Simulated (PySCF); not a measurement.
Delta-SCF ions had no search for a lower state. Excitations are Tamm–Dancoff values on a coarser integration grid. The basis has no diffuse functions, so Rydberg states are missing or too high.

## C$_{4}$H$_{5}$N, SMILES `C=CCC#N` (C–C–C–C torsion 124°) (charge 0, multiplicity 1)

Level of theory: TPSSh-D3(BJ)/def2-TZVP // B3LYP-D3(BJ)/def2-TZVP run with PySCF.

HOMO: -7.60 eV
dipole moment: 3.97 D
LUMO: -0.88 eV
HOMO–LUMO gap: 6.72 eV
S1 excitation (TDA): 7.24 eV
S1 oscillator strength: 0.053
brightest of the four lowest singlets (TDA): 7.32 eV
T1 excitation (TDA): 4.48 eV
S1–T1 gap (TDA): 2.76 eV
vertical ionisation energy (Delta-SCF): 10.36 eV
total energy: -210.2412 Ha
cost: very roughly 7 core-minutes

```xyz
10

C     -1.4980     0.7655    -0.0809
C     -0.4489     0.2145     0.5093
C      0.5075    -0.7204    -0.1869
C      1.8910    -0.2518    -0.1178
N      2.9753     0.1239    -0.0495
H     -1.7253     0.5847    -1.1252
H     -2.1683     1.4194     0.4606
H     -0.2344     0.4187     1.5526
H      0.4713    -1.7131     0.2737
H      0.2298    -0.8414    -1.2359
```
Charge 0, spin multiplicity 1.
